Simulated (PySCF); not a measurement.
C3H8OSi2.

```xyz
14

C      2.9663    -0.4385     0.2652
O      1.7482     0.2689     0.2361
Si     0.2268    -0.3903     0.4199
C     -0.7057    -0.9457    -1.1292
C     -1.8226    -0.1709    -1.1358
Si    -1.6271     1.0372     0.3178
H      3.7854     0.2687     0.4714
H      3.1739    -0.9292    -0.7037
H      2.9769    -1.2166     1.0523
H      0.3255    -1.4627     1.4630
H     -0.5151    -1.7243    -1.8805
H     -2.6271    -0.2843    -1.8752
H     -2.7134     1.0121     1.3451
H     -1.4153     2.4579    -0.0907
```

Coordinates come from a B3LYP-D3(BJ)/def2-SVP optimisation. The structure was generated by enumeration; whether it is a known compound was not checked. One conformer was computed; it need not be the lowest.

All values below come from B3LYP/pcSseg-1 run with PySCF. Non-relativistic, no solvent.

Problem. Give the absolute GIAO shielding of each atom: isotropic value and principal components (ppm). (Estimate from the structure and the level; the computed values follow.)

Solution. 
```tsv
atom	σ(iso)	σ11	σ22	σ33	span
C1	121.6	91.3	95.9	177.6	86.3
O2	301.1	242.5	316.6	344.2	101.7
Si3	334.3	279.3	336.0	387.5	108.3
C4	-0.8	-108.7	-30.2	136.7	245.4
C5	9.4	-109.8	-19.7	157.9	267.7
Si6	375.5	311.3	365.3	450.0	138.6
H7	27.4	23.4	25.2	33.7	10.2
H8	27.5	23.5	25.4	33.8	10.3
H9	27.8	24.5	25.6	33.4	8.8
H10	26.0	23.4	24.9	29.7	6.4
H11	23.8	21.6	24.3	25.5	3.9
H12	23.8	21.4	24.6	25.4	4.0
H13	26.7	23.9	24.9	31.3	7.4
H14	26.8	24.6	24.9	30.9	6.3
```
